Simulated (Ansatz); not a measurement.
Reaction (formal exchange of groups at a B–F bond): `OCNBF` + `CC(Br)Br` → `CBNCO` + `FC(Br)Br`

Calculated with Ansatz (gas phase, PBE0-D4/def2-TZVP geometries, no zero-point term in ΔE). CCSD(T)/CBS adds triple-zeta CCSD(T) − MP2 to the extrapolated MP2 energy (def2 sets, frozen cores). DFT in def2-TZVPP. For Br outer-core shells are correlated without core-valence functions, which leaves a few kJ/mol of doubt a bond. Scalar relativity is left out up to krypton. One conformer a species, not always the lowest.

```
             level  ΔE (kJ/mol)
            r2SCAN        170.9
CCSD(T)/def2-TZVPP        184.5
SCS-MP2/def2-QZVPP        192.4
     MP2/CBS(def2)        195.2
```

Task: What does CCSD(T)/CBS give? (An estimate is asked.)

Result: Ansatz gave: +185.8 kJ/mol. The listed levels differ from it by -14.9, -1.3, 6.6, 9.4 kJ/mol.

Largest T1 diagnostic among the species: 0.012.

From PBE to PBE0 (25 % exact exchange), in def2-TZVPP and without D4, ΔE moves by +10.5 kJ/mol.
